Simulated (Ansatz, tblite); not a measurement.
Cost and result up the ladder for Cd₁₂H₃₂S₁₂ (56 atoms). The state is a singlet with charge 0. Geometry: PBE-D4/def2-SVP, loosely relaxed.

Cartesian coordinates in Å:
```
Cd -3.907 0.491 2.317
Cd -1.625 -3.769 3.628
Cd 0.319 -4.118 -3.751
Cd -2.731 3.442 -1.586
Cd -1.256 -1.768 -5.496
Cd -1.970 -0.896 -0.676
Cd 0.589 0.128 2.571
Cd 1.951 -1.684 -0.445
Cd 1.555 1.901 -1.375
Cd -0.172 3.955 2.225
Cd 1.891 -0.239 -5.137
Cd 4.176 1.637 0.802
S -2.686 -1.832 1.649
S -3.505 1.235 -0.312
S -1.596 1.688 2.814
S -1.726 -2.299 -2.722
S 0.516 -3.872 0.168
S 2.027 -2.018 -2.982
S -1.939 1.562 -3.557
S -0.353 3.594 -0.454
S 1.385 2.126 -3.895
S 0.235 0.150 -0.036
S 4.013 -1.061 0.865
S 1.974 2.378 2.303
H -5.411 0.633 3.087
H -1.857 -1.320 5.408
H -0.047 -3.784 2.936
H -3.065 -4.043 4.474
H -0.134 -3.374 -5.335
H 0.640 -5.480 -2.794
H -3.722 4.702 -2.147
H -2.740 -1.736 -6.340
H 0.997 -1.188 3.572
H 4.157 0.409 4.571
H -0.463 5.448 2.979
H 1.127 3.632 5.978
H 0.072 -0.504 -5.248
H 3.349 -0.333 -6.015
H 3.271 2.078 -0.829
H 5.627 2.346 1.364
H -3.815 -2.525 1.322
H -1.174 -1.112 5.120
H -4.693 0.952 -0.915
H -1.714 1.855 4.163
H -2.861 -3.050 -2.707
H 1.530 -4.765 0.347
H 0.271 -3.745 1.575
H 3.267 -2.558 -3.138
H -2.952 1.723 -4.457
H -1.027 2.283 -4.290
H -0.037 4.857 -0.862
H 2.600 2.724 -4.051
H 4.671 0.725 4.094
H 3.395 -1.156 2.080
H 1.080 2.957 5.604
H 2.493 2.617 3.534
```

Ansatz on 11 threads of AMD EPYC 7R13 on a shared host and a whole NVIDIA H100 80GB HBM3; xTB runs through tblite on one thread. Times are rough, summed over both states, and most runs start from the orbitals of an earlier one. PBE0-D4/def2-TZVP serves as the yardstick here, not as an exact answer. The other state is a triplet.

In the def2 sets Cd takes a core potential; there is no spin–orbit coupling. The xTB rows come from tblite. Single mean-field runs in def2-TZVP are fitted with def2-universal-jkfit. HOMO above LUMO, or a gap near zero within one spin, warns that the state may not be the lowest or that an electron is smeared out. In the singlet geometry the species has come apart into loosely held pieces. In the singlet, H34 and H53 lie 0.77 Å apart, H26 and H42 lie 0.77 Å apart, H36 and H55 lie 0.77 Å apart (atoms count from 1), so H2 has formed as a molecule. In the triplet geometry the species has come apart into loosely held pieces.

xTB has no spin-polarisation term.

```
                          level  functions  wall time  vertical triplet (eV)  difference from PBE0-D4/def2-TZVP (eV)                                                                                      remarks
                       GFN2-xTB        188      0.8 s                   4.11                                   -0.37                                           loose geometry (singlet), loose geometry (triplet)
                       GFN1-xTB        220     0.85 s                   3.11                                   -1.38                                           loose geometry (singlet), loose geometry (triplet)
 PBE-D4/def2-TZVP (with forces)       1116       52 s                   3.51                                   -0.98  gap within one spin near zero (triplet), loose geometry (singlet), loose geometry (triplet)
PBE0-D4/def2-TZVP (with forces)       1116       82 s                   4.49                                    0.00                                           loose geometry (singlet), loose geometry (triplet)
```
